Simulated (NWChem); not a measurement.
System: InHOF2; SMILES [In]([OH])([F])[F]

Here is an NWChem input.

```
start job
memory heap 200 mb stack 900 mb global 1100 mb
geometry units angstroms
  In     0.034291     0.019822     0.006058
  F     -1.537672    -1.139335    -0.159440
  F      0.040038     1.801078    -0.786110
  O      1.459217    -0.821143     0.999902
  H      1.159680    -1.696661     1.260477
end
basis spherical
  * library def2-svp
end
ecp
  In library def2-ecp
end
dft
  xc xpbe96 cpbe96
  disp vdw 4
  iterations 150
end
driver
  maxiter 120
end
task dft optimize
dft
  grid fine
  convergence energy 1d-8 density 1d-7
end
task dft freq numerical
```

def2 effective core potentials on In; no spin-orbit coupling.

The level has its own optimisation; frequencies are unscaled.

Problem. Predict the main results of this run. (PBE-D3(BJ)/def2-SVP with def2 effective core potentials on In.) Quantities: r In–O (Å); r H–O (Å); highest harmonic frequency (cm⁻¹); lowest (cm⁻¹); zero-point energy (kcal/mol).

Solution. 
- r In–O (Å): 2.004
- r H–O (Å): 0.980
- highest harmonic frequency (cm⁻¹): 3681
- lowest (cm⁻¹): 100
- zero-point energy (kcal/mol): 10.0
